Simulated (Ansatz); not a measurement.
Frontier orbitals of `ClB1[SiH2]S1`.

Charge 0, multiplicity 1. The geometry is a stationary point of PBE0-D4/def2-TZVP. Basis def2-TZVPP, the Gaussian-basis code of Ansatz.

| functional | HOMO (eV) | LUMO (eV) | gap (eV) |
| --- | --- | --- | --- |
| LDA (SPW92) | -6.33 | -2.84 | 3.49 |
| PBE | -6.21 | -2.63 | 3.58 |
| PBE0 | -7.31 | -1.75 | 5.56 |
| ωB97M-V | -9.32 | 0.32 | 9.64 |

Task: What is the vertical ionisation energy at frozen-core CCSD(T)/CBS(def2)? (Estimate.)

Result: Ansatz gave: 9.53 eV (T1 of the cation 0.023).

A quarter of exact exchange (PBE0) shifts PBE's HOMO by −1.10 eV and its LUMO by +0.88 eV; full exchange at long range (ωB97M-V) shifts them by −3.11 and +2.95 eV. The gap opens from 3.58 to 9.65 eV, since occupied levels lose self-interaction and empty ones feel all the electrons. A positive LUMO is unbound and depends on the basis. −ε(HOMO) differs from that ionisation energy by −3.32 eV with PBE and −0.20 eV with ωB97M-V.
